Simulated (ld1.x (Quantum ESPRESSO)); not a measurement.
**La (Z = 57), TM: configuration errors across variants**

```
Element                 : lanthanum (La)
Generator               : ld1.x (Quantum ESPRESSO) 7.5
Type                    : norm-conserving Troullier–Martins (Kleinman–Bylander form)
Functional              : LDA (PZ)
Relativity              : fully relativistic
Frozen core             : [Kr] 4d10
Valence charge          : 11
Reference configuration : 4f0 5s2 5p6 5d1 6s2 6p0
Partial waves           : 5s (bound): rc 1.65 bohr; 5p (bound): rc 2.50 bohr; 5d (bound): rc 2.80 bohr; 4f (bound, empty): rc 1.15 bohr
Local potential         : all-electron potential smoothed inside 1.70 bohr (lloc = -2)
Core correction         : none
```

Open shells are filled in proportion to 2j + 1 (rel_dist='average').

Occupied shells without a wave of their own: 6s. They enter only through the test configuration that unscreens the potential.

All-electron excitation energies from the reference (eV): (1) 4f0 5s2 5p6 5d1 6s1 6p0 6.162; (2) 4f0 5s2 5p6 5d1 6s0 6p0 17.312; (3) 4f0 5s2 5p6 5d0 6s0 6p0 36.402; (4) 4f0 5s2 5p6 5d1.5 6s1.5 6p0 0.362; (5) 4f1 5s2 5p6 5d1 6s0 6p0 7.117; (6) 4f0 5s1 5p6 5d1 6s2 6p0 44.164.

For the base: The 6s level has no wave, so the channel is fitted at the deeper level alone: the likely source of the large errors.

On the changes marked as counting shells twice: ld1.x takes every shell without a wave as core, so the model core holds the marked electrons as well and exchange and correlation see them twice. This cancels in the reference configuration, but the file is broken for other ones, and its errors say nothing about a proper core correction.

Tests that are not counted but printed errors over 1 eV. “base”: 4f1 5s2 5p6 5d0 6s2 6p0 (solver errors, printed error -14.6 eV). “core correction a·sin(br)/r model core inside 0.64 bohr (6s counted twice)”: 4f1 5s2 5p6 5d0 6s2 6p0 (solver errors, printed error -14.9 eV). “local potential all-electron potential smoothed inside 1.76 bohr (lloc = -2)”: 4f1 5s2 5p6 5d0 6s2 6p0 (all-electron atom not converged, printed error -14.6 eV). “wave 5d (bound): rc 2.80 bohr becomes 5d (bound): rc 3.54 bohr”: 4f1 5s2 5p6 5d0 6s2 6p0 (all-electron atom not converged, printed error -14.6 eV). “wave 5p (bound): rc 2.50 bohr becomes 5p (bound): rc 2.34 bohr”: 4f1 5s2 5p6 5d0 6s2 6p0 (all-electron atom not converged, printed error -14.6 eV).

2 further variants failed, have other tests or another functional or relativity, and are left out.

Errors AE − PS in meV (a dash: test not solved or not reliable):

```tsv
change	(1)	(2)	(3)	(4)	(5)	(6)	bound ghosts
base	-109	-291	-415	-37	+177	+96	not determined
core correction a·sin(br)/r model core inside 0.64 bohr (6s counted twice)	-216	-827	-1311	-40	-531	+32	not determined
local potential all-electron potential smoothed inside 1.76 bohr (lloc = -2)	-82	-219	-310	-28	+199	+83	not determined
wave 5d (bound): rc 2.80 bohr becomes 5d (bound): rc 3.54 bohr	-109	-292	-411	-36	+175	+92	not determined
wave 5p (bound): rc 2.50 bohr becomes 5p (bound): rc 2.34 bohr	-109	-291	-416	-37	+177	+90	not determined
```

Task: Give the same row for: wave 5s (bound): rc 1.65 bohr becomes 5s (bound): rc 1.02 bohr.

Result: -345, -962, -1382, -117, +284, +230; bound ghosts: not determined. Not counted: 4f1 5s2 5p6 5d0 6s2 6p0 (all-electron atom not converged, printed error -14.4 eV).
